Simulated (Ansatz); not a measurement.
Reaction (redistribution): `[F][Al]([F])[SH]` + `N[SiH](O)S` → `[OH][Al]([F])[SH]` + `N[SiH](F)S`

Program: Ansatz. Geometries: PBE0-D4/def2-TZVP. ΔE: electronic, gas phase. CBS: MP2 limit from def2 TZ/QZ plus the TZ coupled-cluster correction, frozen cores. Functionals use def2-TZVPP. B3LYP here is the variant with VWN-RPA as its local correlation; programs differ in this. One conformer a species, not always the lowest.

| level | ΔE (kcal/mol) |
| --- | --- |
| ωB97M-V | -0.6 |
| r2SCAN | -0.8 |
| B3LYP | -0.9 |
| r2SCANh | -0.7 |
| r2SCAN0 | -0.7 |
| HF/def2-SVP | -0.4 |
| SCS-MP2/def2-TZVPP | -0.3 |
| HF/def2-QZVPP | -0.5 |

Q: What does CCSD(T)/CBS give? (An estimate is asked.)

A: The calculation gave: -0.1 kcal/mol. The listed levels differ from it by -0.5, -0.7, -0.8, -0.6, -0.6, -0.3, -0.2, -0.4 kcal/mol.

Largest T1 diagnostic among the species: 0.012.

Leaving LDA and LC-ωPBE aside and taking each functional with its dispersion term where it has one, the values, not all of them listed here, spread over 1.0 kcal/mol, from CAM-B3LYP-D4 to revPBE-D4.
